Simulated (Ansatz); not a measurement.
C3H12ClGeN3⁺, that is GeCl(NHMe)3 with one electron fewer. The state is a doublet with charge 1. Geometry PBE0-D4/def2-SVP, that of the neutral singlet.

Cartesian coordinates in Å:
```
Ge 0.002 0.018 0.035
Cl -0.464 -1.086 -1.811
N 0.637 -1.148 1.261
C 0.230 -2.534 1.318
H 1.617 -0.994 1.479
H 0.427 -2.955 2.318
H -0.854 -2.617 1.146
H 0.722 -3.185 0.570
N -1.513 0.799 0.640
C -2.552 1.282 -0.242
H -1.860 0.374 1.494
H -3.195 2.010 0.280
H -2.105 1.811 -1.098
H -3.202 0.490 -0.660
N 1.246 1.280 -0.327
C 2.271 1.103 -1.331
H 0.876 2.223 -0.275
H 3.105 1.804 -1.160
H 2.693 0.088 -1.265
H 1.920 1.236 -2.372
```

At PBE-D4/def2-TZVP the gap within one spin of the charge 1 doublet nearly closes, so an electron or hole may be smeared out by delocalisation error.

**Question.** Estimate the α-spin orbital energies around the gap (eV) in Ansatz with PBE-D4/def2-TZVP, PBE0-D4/def2-TZVP, r2SCAN0-D4/def2-TZVP.

**Answer.** 
```tsv
orbital	PBE-D4/def2-TZVP	PBE0-D4/def2-TZVP	r2SCAN0-D4/def2-TZVP
HOMO−5	-13.07	-14.54	-14.71
HOMO−4	-11.76	-13.20	-13.45
HOMO−3	-11.71	-13.17	-13.43
HOMO−2	-10.97	-12.59	-12.97
HOMO−1	-10.95	-12.57	-12.89
HOMO	-10.90	-12.35	-12.48
LUMO	-5.26	-4.25	-4.04
LUMO+1	-3.82	-2.94	-2.64
LUMO+2	-3.81	-2.92	-2.61
LUMO+3	-3.79	-2.86	-2.57
LUMO+4	-3.40	-2.48	-2.05
LUMO+5	-2.67	-1.78	-1.35
β HOMO	-10.41	-11.30	-11.37
β LUMO	-10.42	-10.21	-10.26
```
